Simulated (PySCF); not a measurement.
# Basis and Hamiltonian dependence of the excitation energy of Zr

Zr [Kr] 4d2 5s2 (3F) → Zr [Kr] 4d3 5s1 (5F). Calculated with PySCF 2.14 from differences of total energies of unrestricted determinants, without spin-orbit coupling. Values in eV.

| basis | Hamiltonian | functions | UHF | PBE | PBE0 | MP2 (valence) | CCSD(T) (valence) | CCSD(T) (valence and next inner shell) |
| --- | --- | --- | --- | --- | --- | --- | --- | --- |
| aug-cc-pVDZ-PP with ECP28MDF | ECP | 54 | -0.024 | -0.051 | -0.024 | 0.462 | 0.660 | n/a |
| def2-TZVPPD with the def2 core potential (28 electrons) | ECP | 56 | 0.005 | -0.023 | 0.000 | 0.485 | 0.674 | 0.665 |
| ANO-RCC-VTZP | spin-free X2C | 68 | 0.007 | -0.100 | -0.058 | 0.440 | 0.656 | 0.572 |
| aug-cc-pwCVDZ-PP with ECP28MDF | ECP | 70 | 0.001 | -0.045 | -0.017 | 0.451 | 0.645 | 0.680 |
| x2c-TZVPPall | spin-free X2C | 79 | 0.003 | -0.116 | -0.070 | 0.468 | 0.659 | 0.629 |
| aug-cc-pVTZ-DK | spin-free X2C | 102 | 0.013 | -0.104 | -0.058 | 0.499 | 0.677 | n/a |
| x2c-QZVPPall | spin-free X2C | 111 | 0.017 | -0.106 | -0.060 | 0.492 | 0.669 | n/a |

Frozen in the all-electron rows: valence and next inner shell: [Ar] 3d10; valence: [Kr]; with a core potential, the same shells as far as they lie outside it.

Reference for a calculation without spin-orbit coupling: 0.588 eV (measured, between term centres; NIST).
